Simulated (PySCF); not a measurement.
## Polarisability and C₆ of Si (silicon, neutral)

[Ne] 3s2 3p2, high-spin 3P determinant. All numbers are calculated (PySCF 2.14, the spin-free X2C one-electron Hamiltonian (Gaussian nucleus), in dyall-acv3z). Coupled (time-dependent) response in atomic units; α is the mean over directions.

| method | mean α (bohr³) | α xx, yy, zz | C₆ (like pair) | S(−4) |
| --- | --- | --- | --- | --- |
| UHF | 38.47 | 32.51, 41.45, 41.45 | 316.3 | 555.8 |
| PBE | 41.55 | 33.75, 45.45, 45.45 | 342.2 | 755.8 |
| PBE0 | 39.74 | 32.88, 43.17, 43.17 | 325.3 | 646.6 |
| M06-L | 37.88 | 30.93, 41.36, 41.36 | 312.5 | 538.3 |
| BLYP | 42.56 | 34.23, 46.72, 46.72 | 350.5 | 826.6 |

S(−4) is the Cauchy moment in α(ω) = α(0) + S(−4) ω² + …

Reference α: 37.3 ± 0.7 bohr³ (recommended; Schwerdtfeger and Nagle, table of static dipole polarizabilities (2023 update)). Published C₆: 305.0 (Chu and Dalgarno (2004); Tang, Norbeck and Certain (1976)).

α(iu) at BLYP:

| u (hartree) | α(iu) (bohr³) |
| --- | --- |
| 0 | 42.56 |
| 0.0500 | 40.63 |
| 0.100 | 36.06 |
| 0.200 | 25.92 |
| 0.300 | 18.30 |
| 0.500 | 9.861 |
| 0.750 | 5.368 |
| 1.00 | 3.351 |
| 1.50 | 1.689 |
| 2.00 | 1.044 |
| 3.00 | 0.5444 |
| 5.00 | 0.2498 |

The components differ because the open shell of this determinant is not spherical; for a pure term their mean is the scalar polarisability.
